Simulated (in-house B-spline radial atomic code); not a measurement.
The numbers below are computed, except where a source is named.
## Correlation energy from the adiabatic connection: −Z/r, Z = 7.72, wall at 3.65 bohr

Two electrons in a singlet, external potential −Z/r, Z = 7.72, wall at 3.65 bohr (atomic units). Full CI in B-splines (partial waves to l = 8, correlation up to 0.6 % small) with the density held fixed gives W(λ) = <V_ee>_λ − U, and E_c is the integral of W(λ) − W(0) from 0 to 1.

```json
{"λ": "0", "W(λ) − W(0) (hartree)": "0.00000"}
{"λ": "0.02", "W(λ) − W(0) (hartree)": "-0.00187"}
{"λ": "0.05", "W(λ) − W(0) (hartree)": "-0.00466"}
{"λ": "0.12", "W(λ) − W(0) (hartree)": "-0.01114"}
{"λ": "0.25", "W(λ) − W(0) (hartree)": "-0.02305"}
{"λ": "0.4", "W(λ) − W(0) (hartree)": "-0.03661"}
{"λ": "0.6", "W(λ) − W(0) (hartree)": "-0.05439"}
{"λ": "0.8", "W(λ) − W(0) (hartree)": "-0.07182"}
{"λ": "1", "W(λ) − W(0) (hartree)": "-0.08892"}
```

(1) Integrate the table by the trapezoid rule.

(2) Now use only three numbers: W(0) = -4.6023, the initial slope W'(0) = -0.09334 (extrapolated from the first points) and the strong-coupling limit of the point-charge-plus-continuum model, W∞ = -6.5343. What do second-order theory and the interpolation W(λ) = W∞ + (W(0) − W∞)/√(1 + 2χλ) of Seidl, Perdew and Levy give?

## Answers

(1) The strips give -0.00002, -0.00010, -0.00055, -0.00222, -0.00447, -0.00910, -0.01262, -0.01607, which sum to -0.04516 hartree. The direct value, W(1) − W(0) + T_c with T_c = 0.04374, is -0.04518; the curve is convex, so chords lie above it and the trapezoids fall short in size by 0.05 %.

(2) Second order keeps the slope alone: E_c = W'(0)/2 = -0.04667, +3 % in size against -0.04518. Matching the slope fixes χ = W'(0)/(W∞ − W(0)) = -0.09334/(-1.93200) = 0.04831. Integrating, with s = √(1 + 2χ) = 1.047199, E_c = −(W(0) − W∞)(s − 1)/(s + 1) = −1.93200 × 0.047199/2.047199 = -0.04454 hartree, -1.4 % in size against the full result. At λ = 1 the formula gives W − W(0) = -0.08708 against -0.08892. Part of the miss can come from the model's W∞.
